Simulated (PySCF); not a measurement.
C₃H₉NSi₂, SMILES CC1=C[SiH2]N[SiH2]1. Atoms are numbered in the order given.

```xyz
15

C      0.6792    -2.5640     0.0000
C      0.3973    -1.0863     0.0000
C      1.3505    -0.1269     0.0000
Si     0.7366     1.6454     0.0000
N     -0.9788     1.3102     0.0000
Si    -1.3625    -0.3897     0.0000
H      1.7598    -2.7773     0.0000
H      0.2310    -3.0520     0.8832
H      0.2310    -3.0520    -0.8832
H      2.4135    -0.4074     0.0000
H      1.1928     2.4190    -1.1970
H      1.1928     2.4190     1.1970
H     -1.6850     2.0381     0.0000
H     -2.1413    -0.8374     1.1975
H     -2.1413    -0.8374    -1.1975
```
Charge 0, spin multiplicity 1.

Geometry: B3LYP-D3(BJ)/def2-SVP. The structure was generated by enumeration, and PubChem lists no compound with its InChIKey, so it may never have been made.

Two levels are set side by side: PBE/pcSseg-1 (PySCF) and KT2/pcSseg-1 (PySCF). GIAO shifts against NH3 (¹⁵N), TMS (²⁹Si), TMS (¹H), TMS (¹³C) at the same level; non-relativistic, no solvent, atoms listed together averaged. Differences are taken from unrounded values.

```json
[
 {"quantity": "δ(¹³C) of C1 (ppm)", "KT2": "28.7"},
 {"quantity": "δ(¹³C) of C2 (ppm)", "KT2": "159.2"},
 {"quantity": "δ(¹³C) of C3 (ppm)", "KT2": "136.9"},
 {"quantity": "δ(²⁹Si) of Si4 (ppm)", "KT2": "-22.3"},
 {"quantity": "δ(¹⁵N) of N5 (ppm)", "KT2": "2.8"},
 {"quantity": "δ(²⁹Si) of Si6 (ppm)", "KT2": "-26.6"},
 {"quantity": "δ(¹H) of H10 (ppm)", "KT2": "6.88"},
 {"quantity": "δ(¹H) of H11, H12 (ppm)", "KT2": "5.73"},
 {"quantity": "δ(¹H) of H13 (ppm)", "KT2": "-0.24"},
 {"quantity": "δ(¹H) of H14, H15 (ppm)", "KT2": "5.62"}
]
```

What does PBE give, and how far is it from KT2? (Estimate from the structure and the level; the computed values follow.)


| quantity | PBE | PBE minus KT2 |
|---|---|---|
| δ(¹³C) of C1 (ppm) | 29.4 | 0.7 |
| δ(¹³C) of C2 (ppm) | 169.9 | 10.6 |
| δ(¹³C) of C3 (ppm) | 146.7 | 9.8 |
| δ(²⁹Si) of Si4 (ppm) | -23.6 | -1.3 |
| δ(¹⁵N) of N5 (ppm) | 7.0 | 4.2 |
| δ(²⁹Si) of Si6 (ppm) | -26.5 | 0.1 |
| δ(¹H) of H10 (ppm) | 7.05 | 0.17 |
| δ(¹H) of H11, H12 (ppm) | 5.78 | 0.04 |
| δ(¹H) of H13 (ppm) | -0.25 | -0.01 |
| δ(¹H) of H14, H15 (ppm) | 5.67 | 0.05 |

Rough cost on one machine, each run with all the roots and properties that it gave: KT2 against PBE within a factor of 2.
